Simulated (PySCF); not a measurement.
**UHF on Tc (technetium, neutral)**

Configuration: [Kr] 4d5 5s1 6s1, high-spin 8S determinant (an excited configuration). Calculation: PySCF 2.14, in aug-cc-pVDZ-PP with ECP28MDF; scalar relativity through the core potential.

```json
{
 "Total energy": "-79.725384 hartree",
 "One-electron energy": "-135.4453 hartree",
 "Hartree (Coulomb) energy": "63.9665 hartree",
 "Exchange energy": "-8.2466 hartree",
 "⟨S²⟩": "15.7511",
 "⟨L²⟩": "0.000",
 "Sum of ⟨r⟩": "29.71 bohr",
 "Sum of ⟨r²⟩": "127.1 bohr²"
}
```

| shell | electrons | mean orbital energy (eV) | rms radius, mean of both spins (bohr) |
| --- | --- | --- | --- |
| 4s α | 1 | -97.852 | 1.14 |
| 4s β | 1 | -89.599 | 1.14 |
| 4p α | 3 | -65.406 | 1.27 |
| 4p β | 3 | -55.074 | 1.27 |
| 4d α | 5 | -18.176 | 1.79 |
| 5s α | 1 | -11.188 | 3.35 |
| 6s α | 1 | -2.261 | 9.36 |

Energies and moments cover only the electrons outside the core potential. The outer electron is Rydberg-like, and this basis confines it to a smaller radius and binds it less than a complete one would.
